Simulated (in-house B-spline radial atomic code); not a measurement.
Ionisation energies along the 10-electron series, configuration [He] 2s2 2p6, as differences of self-consistent energies. Dirac energy differences include first-order Breit, QED and recoil terms. NIST's values go from ground level to ground level; the uncertainty of those that are theory runs from under 0.1 % in few-electron ions to several per cent in heavy many-electron ones. Computed with a radial B-spline atomic code at the basis-set limit: Dirac-Hartree-Fock, average of the configuration, finite nuclei.

| ion | configuration after | ionisation energy (eV) | IE/(q+1)² (eV) | Breit and QED recoil part (eV) | tabulated value (eV) | tabulated kind | computed minus tabulated (eV) |
| --- | --- | --- | --- | --- | --- | --- | --- |
| Br25+ | [He] 2s2 2p5 | 2743.8 | 4.0589 | -2.2803 | 2731.4 | semi-empirical | 12 |
| Kr26+ | [He] 2s2 2p5 | ? | ? | ? | ? | semi-empirical | ? |
| Rb27+ | [He] 2s2 2p5 | ? | ? | ? | ? | semi-empirical | ? |
| Sr28+ | [He] 2s2 2p5 | 3363.6 | 3.9995 | -3.0669 | 3344.7 | semi-empirical | 19 |
| Zr30+ | [He] 2s2 2p5 | 3812.4 | 3.9671 | -3.6828 | 3788 | semi-empirical | 24 |
| Nb31+ | [He] 2s2 2p5 | 4047.6 | 3.9527 | -4.0199 | 4020.1 | semi-empirical | 27 |
| Mo32+ | [He] 2s2 2p5 | 4290.0 | 3.9394 | -4.3772 | 4259 | semi-empirical | 31 |

(1) Fill in the row of Kr26+.

(2) Fill in the row of Rb27+.

Where a p, d or f electron is removed, the computed value is a mean over both j, so it misses the tabulated one by a part of the spin-orbit splitting; averaging over terms and missing correlation add to the gap, relatively most at low charge.

Results:

(1) ionisation energy (eV): 2943.3; IE/(q+1)² (eV): 4.0374; Breit and QED recoil part (eV): -2.5249; tabulated value (eV): 2928.9; computed minus tabulated (eV): 14.

(2) ionisation energy (eV): 3149.9; IE/(q+1)² (eV): 4.0177; Breit and QED recoil part (eV): -2.7871; tabulated value (eV): 3133.3; computed minus tabulated (eV): 17.
